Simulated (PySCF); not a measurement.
Br2Se.

```xyz
3

Se     0.0000     0.0000     0.9737
Br     0.0000     1.8088    -0.4729
Br     0.0000    -1.8088    -0.4729
```

Geometry: PBE0-D3(BJ)/def2-SVP.

All values below come from PySCF with B3LYP/pcSseg-2. Non-relativistic, no solvent.

Computed absolute GIAO shielding of each atom: isotropic value and principal components (ppm):
| atom | σ(iso) | σ11 | σ22 | σ33 | span |
|---|---|---|---|---|---|
| Se1 | -227.2 | -450.9 | -123.1 | -107.7 | 343.2 |
| Br2 | 1982.8 | 831.3 | 2185.8 | 2931.4 | 2100.1 |
| Br3 | 1982.8 | 831.3 | 2185.8 | 2931.4 | 2100.1 |
